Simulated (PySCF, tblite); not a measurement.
Calculations on `CC#CB[SiH2]Br`, in the order of a workflow; each names the level of the geometry that it ran on. Settings lines and outputs come from a driver script.

Species: C₃H₆BBrSi.
Atom-mapped SMILES: `[CH3:1][C:2]#[C:3][BH:4][SiH2:5][Br:6]` (hydrogens: H7, H8, H9 on C1; H10 on B4; H11, H12 on Si5)

Step 1: GFN2-xTB geometry optimisation, gas phase (tblite 0.8.0) (from a force-field or distance-geometry start)
```json
{"job": {"kind": "relax", "xc": "GFN2-xTB", "basis": "xTB"}, "charge": 0, "multiplicity": 1}
```
```
step      E/eV     max force
  0    -448.86875    3.208
  1    -448.77292    5.951
  2    -448.96915    0.819
...
109    -449.11877    0.062
110    -449.11903    0.018
111    -449.11908    0.020
112    -449.11910    0.014
113    -449.11912    0.010
```

Energy lowered by 5.8 kcal/mol over 113 steps; largest atomic force 0.010 eV/Å at the end. «max force» is the largest atomic force in eV/Å.

Hardware: Arm Neoverse N1, one thread, shared host with 64 logical CPUs at a one-minute load of 60. Cost: 1.2 s of wall time.

Step 2: GFN2-xTB harmonic vibrations, gas phase (tblite 0.8.0) (on the GFN2-xTB geometry)
```json
{"job": {"kind": "ir", "xc": "GFN2-xTB", "basis": "xTB"}, "charge": 0, "multiplicity": 1}
```
```
(table of modes left out)
```

30 modes from 7 to 3008 cm⁻¹ (unscaled, harmonic); zero-point energy 47.5 kcal/mol; all wavenumbers are real at this level.

The run took 0.6 s wall on one thread of an Arm Neoverse N1, no GPU (shared host).

Step 3: TDDFT CAM-B3LYP/def2-SVPD, vertical, gas phase, core orbitals frozen in the response (PySCF 2.14.0, density-fitted response routines) (on the GFN2-xTB geometry)
```json
{"job": {"kind": "uv", "xc": "CAM-B3LYP", "basis": "def2-SVPD", "nstates": 8, "ntriplets": 3}, "charge": 0, "multiplicity": 1}
```
```
...
Static polarisability (au): isotropic 100.058, principal 71.775 95.194 133.207
Singlet excitations
state   eV       nm        f      main configurations
  1   3.2231    384.7   0.00041   H->L 0.88, H-2->L 0.09
  2   4.5065    275.1   0.00126   H-2->L 0.67, H-1->L 0.14, H->L 0.09
  3   4.8436    256.0   0.00694   H-1->L 0.83, H-2->L 0.16
  4   5.0726    244.4   0.15455   H-3->L 0.86
  5   5.9497    208.4   0.00031   H-4->L 0.51, H-5->L 0.34
  6   6.3612    194.9   0.01020   H-5->L 0.52, H-4->L 0.31, H-7->L 0.13
  7   6.4103    193.4   0.01219   H->L+1 0.48, H-2->L+1 0.32
  8   6.4989    190.8   0.01615   H-1->L+1 0.76, H-2->L+1 0.10
Triplet excitations (Tamm-Dancoff, eV): 2.8509 3.5804 4.1694
```

HOMO -8.86 eV, LUMO -1.73 eV; lowest singlet 3.22 eV; lowest triplet 2.85 eV (Tamm–Dancoff); mean polarisability 100.1 au.

The run took 65 s of wall time on an Arm Neoverse N1 with one thread, shared host with 64 logical CPUs at a one-minute load of 60, and the process peaked at 0.90 GiB of memory.

Geometry of the electronic-property runs (GFN2-xTB):
```
atom  x, y, z in Å
C1     2.7232    0.1832    0.2354
C2     1.3858   -0.3131    0.0540
C3     0.2591   -0.7354   -0.1037
B4    -1.1618   -1.1190   -0.2762
Si5   -2.5343    0.2700   -0.1595
Br6   -1.6268    2.2553    0.4016
H7     3.3396   -0.5519    0.7535
H8     3.1637    0.3823   -0.7421
H9     2.7016    1.1127    0.8045
H10   -1.4484   -2.2395   -0.4799
H11   -3.2416    0.6259   -1.3953
H12   -3.5590    0.1289    0.8817
```

 (This holds for the electronic-property runs.)

One conformer stands for the species.
